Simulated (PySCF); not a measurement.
PySCF input for hydrogen sulfate (HO4S), SMILES O=S(=O)([O-])O, charge -1, PBE/pcSseg-1. The structure is a stationary point at PBE0-D3(BJ)/def2-SVPD. Other conformers were not sampled.

```python
import numpy as np
from pyscf import gto, scf, dft
from pyscf.prop.nmr import rks as nmr

mol = gto.M(
    atom='''
    O     1.30285045   -0.82409049   -0.00000040
    S    -0.14085283    0.05625403    0.00000002
    O     0.36447878    1.45289608    0.00000067
    O    -0.81594402   -0.36259711   -1.24011023
    O    -0.81594397   -0.36259826    1.24010993
    H     1.97011535   -0.12894622   -0.00000010
    ''',
    basis='pcSseg-1',
    charge=-1,
    spin=0,
    max_memory=1600,
    verbose=3,
)
mf = dft.RKS(mol, xc='pbe')
mf.grids.level = 3
mf.conv_tol = 1e-10
mf.max_cycle = 100
mf.kernel()
n = nmr.NMR(mf)
n.verbose = 2
n.max_cycle_cphf = 60
sigma = n.kernel()
print('atom   isotropic/ppm   span/ppm')
for i, s in enumerate(sigma):
    w = np.linalg.eigvalsh((s + s.T) / 2)
    print(f'{mol.atom_symbol(i):2s}{i + 1:3d} {w.mean():14.3f} {w[2] - w[0]:11.3f}')
```

Program output:

```
converged SCF energy = -699.213236898929
atom   isotropic/ppm   span/ppm
O   1        102.915     297.466
S   2        147.010     239.866
O   3         79.379     191.329
O   4         83.145     130.477
O   5         83.145     130.477
H   6         28.191      11.668
```

The calculation finished and met its thresholds.

Cost: very roughly 12 core-seconds.
